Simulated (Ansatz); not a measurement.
Gas-phase electronic energies from Ansatz, PBE0-D4/def2-TZVP geometries. CCSD(T)/CBS adds triple-zeta CCSD(T) − MP2 to the extrapolated MP2 energy (def2 sets, frozen cores). Functionals use def2-TZVPP. B3LYP here is the variant with VWN-RPA as its local correlation; programs differ in this. HSE06 is defined as in plane-wave codes. def2 core potentials past Kr. For Br, Sn outer-core shells are correlated without core-valence functions, which leaves a few kJ/mol of doubt a bond. Scalar relativity is left out up to krypton. Each species was taken in one conformer, which may not be the lowest.

`OB1N[SiH2]1` + `[F][Sn][Br]` → `FB1N[SiH2]1` + `[OH][Sn][Br]`  (redistribution)

Problem. Is it downhill or uphill in electronic energy at CCSD(T)/CBS, and by how much? (Estimate.)

Solution. The calculation gave: Uphill: ΔE = +5.4 kcal/mol.

Problem. What do these levels give: PBE-D4, B3LYP-D4, r2SCAN0-D4, HSE06-D4, ωB97X-V, ωB97M-V, PBE-QIDH, HSE06, LC-ωPBE, CCSD(T)/def2-SVP, CCSD(T)/def2-TZVPP, HF/CBS(def2)? (Best estimate.)

Solution. Ansatz gave: PBE-D4 6.5, B3LYP-D4 6.5, r2SCAN0-D4 6.0, HSE06-D4 6.4, ωB97X-V 6.5, ωB97M-V 6.2, PBE-QIDH 5.6, HSE06 6.4, LC-ωPBE 7.1, CCSD(T)/def2-SVP 6.7, CCSD(T)/def2-TZVPP 4.6, HF/CBS(def2) 6.6 kcal/mol.

Largest T1 diagnostic among the species: 0.015.

Leaving LDA and LC-ωPBE aside and taking each functional with its dispersion term where it has one, the values, not all of them listed here, spread over 1.1 kcal/mol, from PBE-QIDH to CAM-B3LYP-D4. In def2-TZVPP, CCSD(T) changes the Hartree–Fock value by −1.5 kcal/mol (the triples alone add −0.3 kcal/mol) and MP2 by −1.6 kcal/mol.
